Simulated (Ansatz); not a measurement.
Cost and result for the atomization energy of C$_{2}$H$_{6}$AlNS (11 atoms, 11 bonds).

```xyz
11

N     1.2458    0.1475   -1.3046
C     0.5023    0.9794   -0.3826
C    -0.4172    0.1952    0.4641
Al   -1.0478   -1.4894    1.2444
S    -1.6363    0.8306    1.3690
H     0.6295   -0.2585   -1.9970
H     1.9411    0.6918   -1.7983
H     1.2119    1.4403    0.3208
H    -0.0468    1.8205   -0.8384
H    -2.0660   -2.3389    0.3781
H    -0.3166   -2.0185    2.5444
```

Charge 0, multiplicity 1. The bonds changed during the relaxation, so this is another structure than the one it started from. All single points use the PBE0-D4/def2-TZVP geometry. It is one conformer, not always the lowest. Program: Ansatz. All runs use 4 threads of an Intel Xeon 6975P-C on a shared host. Times are those of one run each, without the atoms' runs, and a repeat can differ threefold. Electronic energies, without spin–orbit coupling; frozen cores. CCSD(T)/CBS adds CCSD(T) − MP2 in def2-TZVPP to the MP2 limit, and its time is that of the two runs behind it. T1 = 0.017. HSE06 is the plane-wave form, built on full-range PBE exchange.

CCSD(T)/CBS is a level of theory with its own doubt, some kJ/mol a heavy atom from the limit and from the frozen cores, so smaller differences don't rank the functionals.

```
                             level  functions  wall time
            LDA (SPW92)/def2-TZVPP        261      1.1 s
              revPBE-D4/def2-TZVPP        261      1.6 s
                PBE0-D4/def2-TZVPP        261      2.3 s
               HSE06-D4/def2-TZVPP        261      2.7 s
r2SCAN-D4/def2-TZVPP (with forces)        261      3.2 s
             r2SCANh-D4/def2-TZVPP        261      3.5 s
                  CCSD(T)/def2-SVP        108      3.5 s
                 B97M-V/def2-TZVPP        261      4.9 s
                ωB97X-V/def2-TZVPP        261      5.5 s
  ωB97M-V/def2-TZVPP (with forces)        261      7.5 s
                    MP2/def2-QZVPP        491       18 s
                CCSD(T)/def2-TZVPP        261       45 s
                 CCSD(T)/CBS(def2)          –       63 s
```

Task: What atomization energy does each give, and how far from CCSD(T)/CBS? (An estimate is asked.)

Result: Ansatz gave: 
| level | atomization (kJ/mol) | difference from CCSD(T)/CBS | per bond |
| --- | --- | --- | --- |
| LDA (SPW92)/def2-TZVPP | 4353.2 | 579.7 | 52.7 |
| revPBE-D4/def2-TZVPP | 3775.4 | 1.9 | 0.2 |
| PBE0-D4/def2-TZVPP | 3789.3 | 15.8 | 1.4 |
| HSE06-D4/def2-TZVPP | 3792.5 | 19.0 | 1.7 |
| r2SCAN-D4/def2-TZVPP (with forces) | 3786.2 | 12.7 | 1.2 |
| r2SCANh-D4/def2-TZVPP | 3758.6 | -14.9 | -1.4 |
| CCSD(T)/def2-SVP | 3544.1 | -229.4 | -20.9 |
| B97M-V/def2-TZVPP | 3818.0 | 44.5 | 4.1 |
| ωB97X-V/def2-TZVPP | 3792.9 | 19.4 | 1.8 |
| ωB97M-V/def2-TZVPP (with forces) | 3796.2 | 22.7 | 2.1 |
| MP2/def2-QZVPP | 3779.9 | 6.4 | 0.6 |
| CCSD(T)/def2-TZVPP | 3659.3 | -114.2 | -10.4 |
| CCSD(T)/CBS(def2) | 3773.5 | 0.0 | 0.0 |

From r2SCAN to r2SCAN0 (25 % exact exchange), in def2-TZVPP and without D4, the atomization energy moves by −68.1 kJ/mol: exact exchange takes away binding that semilocal exchange gives to molecules. At CCSD(T), def2-SVP lies −229.4 kJ/mol from the extrapolated value and def2-TZVPP −114.2 kJ/mol: correlation converges slowly with the basis, and small sets miss more of it in the bonded molecule than in its fragments. The D4 term adds +39.9 kJ/mol with B3LYP and +21.0 kJ/mol with PBE0; it sums over pairs of atoms, weighted by their polarisabilities, and B3LYP, whose exchange is more repulsive, gets the larger term.

B3LYP here is the variant with VWN-RPA as its local correlation; programs differ in this.
